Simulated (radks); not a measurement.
Q: Spherical quantum dot in the effective-mass picture: electrons in a well V = -V0 / (1 + exp((r - R)/a)) with V0 = 1.53, R = 11.2, a = 0.66, with a point charge +1 (a donor) at the centre, all in effective atomic units (hartree* = m*/eps^2 hartree, bohr* = eps/m* bohr), one dielectric constant everywhere. Method: non-relativistic Kohn-Sham, PBE, spin-polarised, spherical densities; computed with a radial shooting solver with Libxc functionals. Levels are named by radial order and angular momentum (1s, 1p, 1d, 2s, ...), and open shells are averaged over m. Results are scaled to m* = 0.111 and eps = 17.2, for which hartree* = 10.21 meV and bohr* = 8.2 nm. At N = 1 the configuration is 1s(up 1, down 0). Does electron 2 go into 1s down or 1p up?

A: Into 1s down. The total energies of the other choices lie higher by 1.03 meV (1p up).
